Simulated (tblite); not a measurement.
Species: C7H13P.
Z-matrix (Å and degrees, GFN2-xTB geometry), rows numbered from 1:
```
C 
C   1  1.3211
C   2  1.4863  1  124.45
P   3  1.8801  2  110.65  1   116.32
C   4  1.8262  3   95.89  2  -168.90
C   5  1.3221  4  122.70  3  -122.65
C   4  1.8641  3   97.34  2   -70.83
C   7  1.5225  4  111.07  3  -170.17
H   1  1.0764  2  121.96  3  -179.50
H   1  1.0783  2  121.84  3     1.02
H   2  1.0825  1  120.27  3   178.98
H   3  1.0944  2  110.20  1  -127.10
H   3  1.0935  2  111.29  1    -6.09
H   5  1.0864  4  116.49  3    57.42
H   6  1.0794  5  122.38  4   179.75
H   6  1.0777  5  121.31  4    -0.21
H   7  1.0935  4  107.25  3    69.45
H   7  1.0949  4  109.65  3   -47.63
H   8  1.0891  7  110.57  4    60.82
H   8  1.0882  7  110.45  4   -58.69
H   8  1.0889  7  110.69  4  -178.86
```

Computed with GFN2-xTB (tblite): harmonic, unscaled wavenumbers at the GFN2-xTB geometry, gas phase. Errors from tens to a few hundred cm⁻¹ against measured bands are possible. One conformer, not necessarily the lowest.

Harmonic wavenumbers (cm⁻¹): 35.7, 50.1, 67.1, 82.0, 144.9, 178.8, 190.8, 241.3, 268.1, 322.8, 358.6, 411.0, 541.6, 591.2, 675.0, 702.2, 750.4, 773.9, 832.7, 889.2, 903.7, 951.6, 981.6, 1004.1, 1010.4, 1014.5, 1017.4, 1058.1, 1078.0, 1164.6, 1187.5, 1222.3, 1237.6, 1253.7, 1288.8, 1397.9, 1409.0, 1411.3, 1435.0, 1449.5, 1497.2, 1502.3, 1665.4, 1708.3, 2918.4, 2932.8, 2937.6, 2954.4, 2983.4, 3014.0, 3018.4, 3031.3, 3054.5, 3077.5, 3095.2, 3111.0, 3125.4.

A = 2286, B = 1111, C = 826.5 MHz; mass 128.075 u (most abundant isotopes); point group C1, symmetry number 1.

Task: Zero-point energy?

Result: ½Σν̃ = 38606 cm⁻¹ = 461.83 kJ/mol.

Task: What is S at 350 K and 1 bar for an ideal gas of classical rigid rotors and harmonic oscillators?

Result: Translation 172.71, rotation 125.08, vibration 175.24: S = 473.0 J/(mol K).

Task: And Cp and H(350 K) − H(0)?

Result: Cp = 196.17 J/(mol K), of which vibrations give 162.91 (their classical limit is 57 R = 473.9); H(350 K) − H(0) = 41.73 kJ/mol without the zero-point energy, 30.09 from vibrations.

Task: How do the functions run with temperature in this model?

Result: 
```
T (K)  S (J/(mol K))  Cp (J/(mol K))  H − H(0) (kJ/mol)  G − H(0) (kJ/mol)  ln q(vib)
  100          308.7            90.2               6.28             -24.59       2.78
  200          383.7           130.1              17.32             -59.42       6.16
  300          444.6           173.8              32.48            -100.89       9.25
  500          553.4           255.8              75.80            -200.91      15.09
  800          692.9           337.1             165.78            -388.53      23.29
 1000          772.2           373.5             237.02            -535.20      28.36
```

q(vib) and H(0) count from the zero-point level.

Task: Blend soft modes into free rotors: weight 1/[1 + (100 cm⁻¹/ν̃)⁴] for the oscillator and the rest for a rotor with moment μB/(μ + B), μ = h/(8π²ν), B = 10⁻⁴⁴ kg m². What vibrational entropy results?

Result: 155.27 J/(mol K) in place of 175.24, which changes −T·S at 350 K by +6.99 kJ/mol.

Task: Which modes carry the vibrational entropy at 350 K?

Result: 35.7 cm⁻¹: 24.28; 50.1 cm⁻¹: 21.47; 67.1 cm⁻¹: 19.05; 82.0 cm⁻¹: 17.40; 144.9 cm⁻¹: 12.74; 178.8 cm⁻¹: 11.06 J/(mol K); the other 51 give 69.25 together.

Task: What must be added to the electronic energy to get the Gibbs energy at 350 K and 1 bar?

Result: ZPE + [H(350 K) − H(0)] − T·S = 461.83 + 41.73 − 165.56 = 338.00 kJ/mol.

Hindered rotation and anharmonicity are outside this model. Other conformers, if any are populated, would add a mixing term that is left out. The structure is chiral; the term R ln 2 for an equal mix with its mirror image is left out.
